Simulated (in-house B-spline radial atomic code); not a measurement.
Values are calculated unless marked as measured or tabulated.
# Stopping of slow ions oscillates with Z: Sc to Zn at r_s = 1.8

A nucleus sits in a uniform electron gas with a rigid positive background. The Kohn-Sham equations are solved self-consistently in the spin-unpolarised LDA (PW92), non-relativistic, on B-splines with outgoing waves at the boundary and partial waves to l = 8. The model has no lattice, no bands and no magnetic solution. Atomic units; δ_l are the phase shifts at the Fermi level, counted so that each bound state adds π, and good to about 0.0005.

The density parameter is r_s = 1.8 bohr. The friction coefficient Q = n k_F σ_tr gives dE/dx = Q v for slow ions.

| ion | δ0/π | δ1/π | δ2/π | δ3/π | σ_tr (bohr²) | Q (a.u.) |
| --- | --- | --- | --- | --- | --- | --- |
| Sc | 2.633 | 1.850 | 0.433 | 0.016 | 56.08 | 2.4475 |
| Ti | 2.676 | 1.887 | 0.505 | 0.014 | 56.56 | 2.4686 |
| V | 2.713 | 1.917 | 0.581 | 0.013 | 52.42 | 2.2880 |
| Cr | 2.748 | 1.945 | 0.658 | 0.012 | 44.00 | 1.9203 |
| Mn | 2.783 | 1.971 | 0.735 | 0.013 | 33.09 | 1.4444 |
| Fe | 2.819 | 1.999 | 0.809 | 0.014 | 22.26 | 0.9715 |
| Co | 2.859 | 2.032 | 0.877 | 0.016 | 13.71 | 0.5984 |
| Ni | 2.907 | 2.073 | 0.938 | 0.018 | 8.56 | 0.3735 |
| Cu | 2.965 | 2.124 | 0.991 | 0.022 | 6.64 | 0.2899 |
| Zn | 3.029 | 2.186 | 1.034 | 0.025 | 7.30 | 0.3187 |

(1) Where are the largest and smallest frictions, and what do the phase shifts say there?

(2) At equal speed, Lindhard and Scharff's formula, with silicon as an example target, scales as Z^(7/6)/(Z^(2/3) + 14^(2/3))^(3/2). How does its rise from the first ion to the last compare?

## Answers

(1) Largest: Ti, Q = 2.4686; smallest: Cu, Q = 0.2899, a ratio of 8.5. For the largest δ2/π = 0.51: the d resonance is about half filled and sits at the Fermi level, where it scatters most. For the smallest the differences δ_l − δ_(l+1), measured from the nearest multiple of π, are 0.16π, 0.13π, 0.03π; σ_tr grows with the sines of these.

(2) It rises smoothly by 0.8696/0.7095 = 1.23, while Q changes by 0.319/2.447 = 0.13. The statistical formula averages over shells, so it can't show the oscillation.
